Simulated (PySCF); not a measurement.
Species: C5H5S2 (doublet state).
Atom-mapped SMILES: `[CH3:1][S:2][c:3]1[cH:4][c:5][cH:6][s:7]1` (hydrogens: H8, H9, H10 on C1; H11 on C4; H12 on C6)

Computed geometry: GFN2-xTB, gas phase. This method treats the open shell by occupation alone, without spin polarisation.

Some entries are withheld. Bonds in one row agree within 0.01 Å.

```tsv
coordinate	value
C1–S2	?
S2–C3	1.749 Å
C3–C4	?
C4–C5	?
C5–C6	?
C6–S7	1.767 Å
C3–S7	1.748 Å
C1–H8, C1–H9, C1–H10	1.086 Å
C4–H11	1.072 Å
C6–H12	1.068 Å
C1–S2–C3	101.1°
S2–C3–C4	?
S2–C3–S7	?
C4–C3–S7	112.3°
C3–C4–C5	109.7°
C4–C5–C6	?
C5–C6–S7	108.5°
C3–S7–C6	90.7°
```

Task: Estimate the withheld lengths and angles.

Result: 
- C1–S2 = 1.814 Å, drawn single (ends: carbon bonded to S and 3 H; sulfur bonded to 2 C); equal to the sum of covalent radii, 1.81 Å.
- C3–C4 = 1.369 Å, aromatic (ends: carbon bonded to C and 2 S; carbon bonded to 2 C and H); 0.09 Å below the sum of covalent radii, 1.46 Å.
- C4–C5 = 1.396 Å, aromatic (ends: carbon bonded to 2 C and H; carbon bonded to 2 C); 0.02 Å below the sum of covalent radii, 1.42 Å.
- C5–C6 = 1.324 Å, aromatic (ends: carbon bonded to 2 C; carbon bonded to C, S and H); 0.10 Å below the sum of covalent radii, 1.42 Å.
- S2–C3–C4 = 125.3°, at the carbon bonded to C and 2 S; the outer atoms are 2.775 Å apart.
- S2–C3–S7 = 122.4°, at the carbon bonded to C and 2 S; the outer atoms are 3.065 Å apart.
- C4–C5–C6 = 118.8°, at the carbon bonded to 2 C, inside a 5-membered ring; the outer atoms are 2.341 Å apart.

Radii are Cordero's, carbon taken as 0.76, 0.73 or 0.69 Å for four, three, and two or fewer neighbours.

Not checked by GFN2-xTB frequencies. Torsions: C1–S2–C3–C4 180°.

One conformer stands for the species.
